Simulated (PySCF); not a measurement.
# Single point on InBr

State: ¹Σ⁺ (singlet), closed shell.

An equivalent input (the run itself took its basis sets from the Basis Set Exchange, started from a PBE0 density and held the occupation σ 12α 12β, πx 6α 6β, πy 6α 6β, δx 2α 2β, δy 2α 2β):

```python
from pyscf import gto, scf, cc
mol = gto.M(atom='In 0 0 0; Br 0 0 2.573', basis={'In': 'def2-TZVPPD', 'Br': 'def2-TZVPPD'}, ecp={'In': 'def2-TZVPPD'},
            charge=0, spin=0, verbose=4, symmetry='C2v')
mf = scf.RHF(mol)
mf.irrep_nelec = {'A1': 28, 'A2': 4, 'B1': 12, 'B2': 12}
mf.conv_tol = 1e-9
mf.max_cycle = 60
mf.diis_space = 10
mf.kernel()
mycc = cc.CCSD(mf, frozen=[0, 1, 2, 3, 4, 5, 6, 7, 8, 9, 10, 11, 12, 108, 109, 110, 111, 112])
mycc.run(conv_tol=1e-7, conv_tol_normt=1e-5, max_cycle=80, diis_space=8)
et = mycc.ccsd_t()
```

The SCF ended at -2761.72247074 hartree. The coupled-cluster part of the log:

```
******** <class 'pyscf.cc.ccsd.CCSD'> ********
CC2 = 0
CCSD nocc = 15, nmo = 95
frozen orbitals [0, 1, 2, 3, 4, 5, 6, 7, 8, 9, 10, 11, 12, 108, 109, 110, 111, 112]
max_cycle = 80
direct = 0
conv_tol = 1e-07
conv_tol_normt = 1e-05
diis_space = 8
diis_start_cycle = 0
diis_start_energy_diff = 1e+09
Init t2, MP2 energy = -2762.2618920366  E_corr(MP2) -0.539421295327394
Init E_corr(CCSD) = -0.539421295327672
cycle = 1  E_corr(CCSD) = -0.523693202015854  dE = 0.0157280933  norm(t1,t2) = 0.060157
cycle = 2  E_corr(CCSD) = -0.536050084564158  dE = -0.0123568825  norm(t1,t2) = 0.0174513
cycle = 3  E_corr(CCSD) = -0.536148521267342  dE = -9.84367032e-05  norm(t1,t2) = 0.00938328
cycle = 4  E_corr(CCSD) = -0.537304389183912  dE = -0.00115586792  norm(t1,t2) = 0.00380823
cycle = 5  E_corr(CCSD) = -0.537404581612861  dE = -0.000100192429  norm(t1,t2) = 0.00111257
cycle = 6  E_corr(CCSD) = -0.537296626971824  dE = 0.000107954641  norm(t1,t2) = 0.000487438
cycle = 7  E_corr(CCSD) = -0.53729509769922  dE = 1.5292726e-06  norm(t1,t2) = 0.000146011
cycle = 8  E_corr(CCSD) = -0.537304934766061  dE = -9.83706684e-06  norm(t1,t2) = 5.41766e-05
cycle = 9  E_corr(CCSD) = -0.537305178235795  dE = -2.43469734e-07  norm(t1,t2) = 1.46505e-05
cycle = 10  E_corr(CCSD) = -0.537304182693967  dE = 9.95541827e-07  norm(t1,t2) = 4.96595e-06
cycle = 11  E_corr(CCSD) = -0.537304358368578  dE = -1.75674611e-07  norm(t1,t2) = 1.7903e-06
cycle = 12  E_corr(CCSD) = -0.537304362582148  dE = -4.21357005e-09  norm(t1,t2) = 5.95696e-07
CCSD converged
E(CCSD) = -2762.259775103859  E_corr = -0.5373043625821483
CCSD(T) correction = -0.0174193111441944
```

T1 diagnostic 0.013, D1 0.050, 30 electrons correlated, 5 of the virtual orbitals (those above 20 hartree) left out.

Repeating this along the bond gives Re = 2.562 Å and ωe = 221 cm⁻¹.

A point of this curve took 86 CPU seconds beside 1.4 for the integrals, on Arm Neoverse V2 (shared host).

Correlated steps freeze 13 core orbitals. Spin–orbit coupling is left out.
